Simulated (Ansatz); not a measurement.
Mulliken charges of C2H4BrFO, SMILES `CC(O)(F)Br` from r2SCAN/def2-TZVPP in Ansatz (PBE0-D4/def2-TZVP geometry).

```tsv
atom	x (Å)	y (Å)	z (Å)	charge (e)
C1	-0.945	0.222	0.400	-0.132
C2	0.330	-0.176	-0.278	0.356
O3	1.322	-0.337	0.623	-0.280
F4	0.151	-1.320	-0.995	-0.181
Br5	0.843	1.198	-1.635	-0.190
H6	-0.806	1.165	0.925	0.071
H7	-1.740	0.325	-0.335	0.069
H8	-1.205	-0.559	1.117	0.067
H9	2.138	-0.564	0.161	0.220
```

**Question.** By hand: the dipole of these point charges (1 e Å = 4.8032 D).

**Answer.** Σ q r = (-0.103, -0.043, 0.317) e Å, of length 0.336 e Å = 1.61 D.

**Question.** How does the dipole of the full density compare? (Best estimate.)

**Answer.** Ansatz gave: (-0.028, -0.071, 0.261) e Å, 1.31 D; the point charges give 1.23 times that, at 14° from its direction.

Point charges leave out the atoms' own dipoles, such as those of lone pairs, and Mulliken's split depends on the basis, so the two needn't agree.
